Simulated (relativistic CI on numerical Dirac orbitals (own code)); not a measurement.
# Ni²⁺ in a cubic cluster: 3p photoemission with charge transfer

Computed with a charge-transfer multiplet model of a cubic metal-ligand cluster with up to 2 ligand holes, Slater and spin-orbit integrals from Dirac-Coulomb-Breit ions, Slater integrals scaled by 0.7. The ground state mixes d8 with configurations of k ligand holes L, whose averages lie at kΔ + k(k − 1)U_dd/2; a core hole lowers each added d electron by U_cd. 300 K, Lorentzian 0.9 eV and Gaussian 0.8 eV FWHM.

Atomic integrals in eV (Slater integrals scaled, ζ unscaled), ground: F2dd 8.519, F4dd 5.287, zeta_d 0.080; with the core hole: F2dd 9.294, F4dd 5.804, zeta_d 0.088, zeta_core 1.457, F2cd 9.998, G1cd 12.349, G3cd 7.524.

Cluster parameters (eV): Δ = 3.5, U_dd = 6.1, 10Dq = 0.9, 10Dq(ligand) = 0.9, V(eg) = 2.65, V(t2g) = -1.23, final-state hopping factor = 0.9.

| Case | n_d | d8 | d9L | d10L2 | S |
| --- | --- | --- | --- | --- | --- |
| U_cd = 6.1 eV | 8.30 | 0.71 | 0.27 | 0.01 | 1.00 |
| U_cd = 6.7 eV | 8.30 | 0.71 | 0.27 | 0.01 | 1.00 |
| U_cd = 7.3 eV | 8.30 | 0.71 | 0.27 | 0.01 | 1.00 |
| U_cd = 7.9 eV | 8.30 | 0.71 | 0.27 | 0.01 | 1.00 |
| U_cd = 8.5 eV | 8.30 | 0.71 | 0.27 | 0.01 | 1.00 |

Weights, n_d and S are thermal averages at 300 K. Binding energies count from the first peak over 30 % of the highest in each spectrum, which can be another peak from case to case. The parameters are a model scan and need not match a compound or its usual spin state. Peaks in eV (height, largest 100):
- U_cd = 6.1 eV: 0.0 (100), 5.8 (40), 9.3 (18), 13.6 (18), 19.9 (8)
- U_cd = 6.7 eV: 0.0 (100), 5.8 (41), 9.3 (19), 13.7 (21), 18.6 (5), 20.2 (9)
- U_cd = 7.3 eV: 0.0 (100), 6.0 (42), 9.3 (20), 13.7 (23), 19.0 (6), 20.6 (10)
- U_cd = 7.9 eV: 0.0 (100), 6.1 (42), 9.1 (20), 12.4 (20), 13.8 (23), 19.4 (7), 21.0 (11)
- U_cd = 8.5 eV: 0.0 (100), 6.4 (45), 12.3 (25), 13.8 (22), 17.3 (5), 19.8 (8), 21.4 (11)

For the case U_cd = 7.3 eV, Δ = 3.5 eV is smaller than U_dd = 6.1 eV, the charge-transfer side of the Zaanen-Sawatzky-Allen scheme. With the core hole the configuration with one ligand hole lies at Δ − U_cd = -2.6, -3.2, -3.8, -4.4, -5.0 eV from the one without, in the order of the table; where this is negative the screened configuration lies lower, though the effective hopping of about 3.1 eV (from the holes of the mixed ground state) mixes the two strongly wherever it is as large as the gap.
